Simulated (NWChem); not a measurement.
System: C₂H₄N₂Si; SMILES C1=N[SiH2]N=C1

Excerpt of the output:

```
             Northwest Computational Chemistry Package (NWChem) 7.3.0
             --------------------------------------------------------

 C2V symmetry detected

                             Geometry "geometry" -> ""
                             -------------------------

 Output coordinates in angstroms (scale by  1.889725989 to convert to a.u.)

  No.       Tag          Charge          X              Y              Z
 ---- ---------------- ---------- -------------- -------------- --------------
    1 C                    6.0000     0.00000000     0.76049000    -1.19523745
    2 N                    7.0000     0.00000000     1.34512500    -0.06253945
    3 Si                  14.0000     0.00000000     0.00000000     1.11491455
    4 N                    7.0000     0.00000000    -1.34512500    -0.06253945
    5 C                    6.0000     0.00000000    -0.76049000    -1.19523745
    6 H                    1.0000     0.00000000     1.31931000    -2.14759945
    7 H                    1.0000    -1.22818000     0.00000000     1.95239855
    8 H                    1.0000     1.22818000     0.00000000     1.95239855
    9 H                    1.0000     0.00000000    -1.31931000    -2.14759945

 Effective nuclear repulsion energy (a.u.)     208.6574075048

      Symmetry information
      --------------------

 Group name             C2v
 Group number             16
 Group order               4
 No. of unique centers     5

                                 NWChem DFT Module
                                 -----------------

 Summary of "ao basis" -> "ao basis" (spherical)
 ------------------------------------------------------------------------------
       Tag                 Description            Shells   Functions and Types
 ---------------- ------------------------------  ------  ---------------------
 C                         def2-tzvp                11       31   5s3p2d1f
 N                         def2-tzvp                11       31   5s3p2d1f
 Si                        def2-tzvp                13       37   5s5p2d1f
 H                         def2-tzvp                 4        6   3s1p

      Symmetry analysis of basis
      --------------------------

        a1         68
        a2         25
        b1         35
        b2         57

            General Information
            -------------------
          SCF calculation type: DFT
          Wavefunction type:  closed shell.
          No. of atoms     :     9
          No. of electrons :    44
           Alpha electrons :    22
            Beta electrons :    22
          Charge           :     0
          Spin multiplicity:     1
          Use of symmetry is: on ; symmetry adaption is: on
          Maximum number of iterations: 150
          AO basis - number of functions:   185
                     number of shells:    73
          Convergence on energy requested:  1.00D-06
          Convergence on density requested:  1.00D-05
          Convergence on gradient requested:  5.00D-04

              XC Information
              --------------
                      r^2SCAN Method XC Functional
               r^2SCAN metaGGA Exchange Functional  1.000
                     r^2SCAN Correlation Potential  1.000

             Grid Information
             ----------------
          Grid used for XC integration:  medium
          Radial quadrature: Mura-Knowles
          Angular quadrature: Lebedev.
          Tag              B.-S. Rad. Rad. Pts. Rad. Cut. Ang. Pts.
          ---              ---------- --------- --------- ---------
          C                   0.70       49          10.0       434
          N                   0.65       49          10.0       434
          Si                  1.10       88          11.0       590
          H                   0.35       45          12.0       434
          Grid pruning is: on
          Number of quadrature shells:   276
          Spatial weights used:  Erf1

      Superposition of Atomic Density Guess
      -------------------------------------

 Sum of atomic energies:        -474.80040733

      Non-variational initial energy
      ------------------------------

 Total energy =    -477.417330
 1-e energy   =   -1065.472321
 2-e energy   =     379.397583
 HOMO         =      -0.299733
 LUMO         =      -0.107649

      Symmetry analysis of molecular orbitals - initial
      -------------------------------------------------

  Numbering of irreducible representations:

     1 a1          2 a2          3 b1          4 b2

  Orbital symmetries:

     1 a1          2 a1          3 b2          4 a1          5 b2
     6 a1          7 a1          8 b1          9 b2         10 a1
    11 b2         12 a1         13 b2         14 a1         15 a1
    16 b1         17 b2         18 a1         19 a2         20 b1
    21 b2         22 a1         23 b1         24 b2         25 a2
    26 a1         27 a1         28 a1         29 b2         30 b1
    31 a1         32 b1

------------------------------------------------------------
EAF file 0: "./job.aoints.0" size=228065280 bytes
------------------------------------------------------------
               write      read    awrite     aread      wait
               -----      ----    ------     -----      ----
     calls:      435         0         0         0         0
   data(b): 2.28e+08  0.00e+00  0.00e+00  0.00e+00
   time(s): 0.00e+00  0.00e+00  0.00e+00  0.00e+00  0.00e+00
rate(mb/s): 0.00e+00  0.00e+00
------------------------------------------------------------

     ---------------------------------------------
      Total Density - Mulliken Population Analysis
     ---------------------------------------------

    Atom       Charge   Shell Charges
 -----------   ------   -------------------------------------------------------
    1 C    6     5.72   0.86  1.12  0.56  0.62  0.09  1.05  1.05  0.26  0.03  0.07  0.01
    2 N    7     7.73   0.82  1.15  0.60  0.91  0.21  1.53  1.80  0.66  0.01  0.04  0.00
    3 Si  14    13.29   2.00  0.59  1.39  0.85  0.41  4.11  1.73  0.50  1.07  0.31  0.13  0.15  0.04
    4 N    7     7.73   0.82  1.15  0.60  0.91  0.21  1.53  1.80  0.66  0.01  0.04  0.00
    5 C    6     5.72   0.86  1.12  0.56  0.62  0.09  1.05  1.05  0.26  0.03  0.07  0.01
    6 H    1     0.87   0.24  0.46  0.15  0.02
    7 H    1     1.04   0.22  0.54  0.27  0.01
    8 H    1     1.04   0.22  0.54  0.27  0.01
    9 H    1     0.87   0.24  0.46  0.15  0.02

   convergence    iter        energy       DeltaE   RMS-Dens  Diis-err
 ---------------- ----- ----------------- --------- --------- ---------
 d= 0,ls=0.0,diis     1   -477.4500654950 -6.86D+02  6.65D-03  1.08D+00
 d= 0,ls=0.0,diis     2   -477.1130211776  3.37D-01  5.26D-03  3.77D+00
 d= 0,ls=0.0,diis     3   -477.5310498349 -4.18D-01  1.24D-03  1.59D-01
 d= 0,ls=0.0,diis     4   -477.5489739035 -1.79D-02  4.82D-04  1.20D-02
 d= 0,ls=0.0,diis     5   -477.5506284519 -1.65D-03  9.63D-05  6.52D-04
  Resetting Diis
 d= 0,ls=0.0,diis     6   -477.5507011473 -7.27D-05  3.02D-05  4.65D-05
 d= 0,ls=0.0,diis     7   -477.5507068586 -5.71D-06  1.68D-05  3.33D-06
 d= 0,ls=0.0,diis     8   -477.5507061321  7.26D-07  9.80D-06  9.80D-06

         Total DFT energy =     -477.550706132101
      One electron energy =    -1069.214203073437
           Coulomb energy =      429.973352562144
    Exchange-Corr. energy =      -46.967263125590
 Nuclear repulsion energy =      208.657407504783

 Numeric. integr. density =       43.999995688844

                  Occupations of the irreducible representations
                  ----------------------------------------------

                     irrep           alpha         beta
                     --------     --------     --------
                     a1               11.0         11.0
                     a2                1.0          1.0
                     b1                3.0          3.0
                     b2                7.0          7.0

                       DFT Final Molecular Orbital Analysis
                       ------------------------------------

 Vector   20  Occ=2.000000D+00  E=-2.975168D-01  Symmetry=a2
              MO Center=  2.2D-16, -3.0D-15, -3.6D-01, r^2= 2.5D+00
   Bfn.  Coefficient  Atom+Function         Bfn.  Coefficient  Atom+Function
  ----- ------------  ---------------      ----- ------------  ---------------
    37      0.256794  2 N  px               105     -0.256794  4 N  px
    40      0.233457  2 N  px               108     -0.233457  4 N  px
     6      0.167275  1 C  px               136     -0.167275  5 C  px
     9      0.152983  1 C  px               139     -0.152983  5 C  px
    43      0.134734  2 N  px               111     -0.134734  4 N  px

 Vector   21  Occ=2.000000D+00  E=-2.511323D-01  Symmetry=b2
              MO Center= -1.7D-16,  1.0D-15, -1.7D-01, r^2= 3.1D+00
   Bfn.  Coefficient  Atom+Function         Bfn.  Coefficient  Atom+Function
  ----- ------------  ---------------      ----- ------------  ---------------
    38      0.289417  2 N  py               106      0.289417  4 N  py
    41      0.247877  2 N  py               109      0.247877  4 N  py
    44      0.180540  2 N  py               112      0.180540  4 N  py
    78     -0.133102  3 Si py                35      0.119441  2 N  s
   103     -0.119441  4 N  s                  4     -0.106954  1 C  s

 Vector   22  Occ=2.000000D+00  E=-2.430973D-01  Symmetry=a1
              MO Center=  1.9D-15,  3.8D-15, -4.0D-01, r^2= 3.4D+00
   Bfn.  Coefficient  Atom+Function         Bfn.  Coefficient  Atom+Function
  ----- ------------  ---------------      ----- ------------  ---------------
    38      0.222251  2 N  py               106     -0.222251  4 N  py
    66     -0.199224  3 Si s                 41      0.192635  2 N  py
   109     -0.192635  4 N  py                79      0.170895  3 Si pz
     7     -0.164689  1 C  py               137      0.164689  5 C  py
    44      0.154457  2 N  py               112     -0.154457  4 N  py

[...]
```

Level: r2SCAN/def2-TZVP. All runs use the structure optimised with PBE0/def2-SVP.

### Question
Which NWChem input produces such a log?

### Answer
One answer among several that fit: the input that was run:
```
start job
memory heap 200 mb stack 900 mb global 1100 mb
geometry units angstroms noautoz
  C      0.000000     0.760490    -1.207906
  N      0.000000     1.345125    -0.075208
  Si     0.000000     0.000000     1.102246
  N      0.000000    -1.345125    -0.075208
  C      0.000000    -0.760490    -1.207906
  H      0.000000     1.319310    -2.160268
  H     -1.228180     0.000000     1.939730
  H      1.228180     0.000000     1.939730
  H      0.000000    -1.319310    -2.160268
end
basis spherical
  * library def2-tzvp
end
dft
  xc r2scan
  iterations 150
  semidirect filesize 400000000
  mulliken
end
task dft energy
```
